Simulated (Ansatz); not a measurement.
Relaxation of CH₆O₃Si (11 atoms, charge 0, multiplicity 1), to a largest force component of 0.02 eV/Å in at most 40 steps.

The calculation used Ansatz, RKS PBE/STO-3G.

```xyz
11
Properties=species:S:1:pos:R:3
Si 0.000 0.000 0.000
O 0.000 0.000 1.680
C -1.111 -0.344 2.494
H -1.814 -0.978 1.914
H -0.758 -0.904 3.386
H -1.631 0.581 2.821
O 1.584 0.000 -0.559
H 1.901 -0.952 -0.676
O -0.791 1.371 -0.559
H -1.749 1.140 -0.782
H -0.688 -1.191 -0.486
```

Q: Where does it end, and by what steps?

A: The run converged. Limits of this set-up: minimal basis. After 26 steps the energy has fallen by 0.608 eV; H8 moved furthest, 1.14 Å.

```tsv
step	energy less start (eV)	largest force component (eV/Å)	accepted
0	0.0000	2.451	yes
1	-0.3258	0.982	yes
2	-0.4413	0.543	yes
3	-0.4681	0.284	yes
4	-0.4837	0.284	yes
5	-0.4926	0.388	yes
6	-0.5094	0.053	yes
7	-0.5077	0.374	no
8	-0.5113	0.142	yes
9	-0.5166	0.085	yes
10	-0.5086	0.768	no
11	-0.5196	0.050	yes
12	-0.5206	0.348	yes
13	-0.5248	0.097	yes
14	-0.5435	0.256	yes
15	-0.5613	0.349	yes
16	-0.5354	1.202	no
17	-0.5727	0.245	yes
18	-0.5713	0.805	no
19	-0.5801	0.110	yes
20	-0.5863	0.085	yes
21	-0.5927	0.109	yes
22	-0.5991	0.174	yes
23	-0.6043	0.172	yes
24	-0.6063	0.084	yes
25	-0.6069	0.198	yes
26	-0.6078	0.016	yes
```

```xyz
11
Properties=species:S:1:pos:R:3
Si -0.173 -0.255 -0.021
O 0.180 -0.549 1.654
C -1.055 -0.443 2.444
H -1.829 -1.208 2.174
H -0.780 -0.613 3.511
H -1.544 0.562 2.379
O 1.307 -0.502 -0.855
H 1.958 0.143 -0.376
O -0.752 1.375 -0.066
H -1.254 1.411 -0.970
H -1.114 -1.198 -0.642
```

Time of the run: 64 s on 1 thread of Arm Neoverse V1 (shared host), peak memory 0.12 GiB.
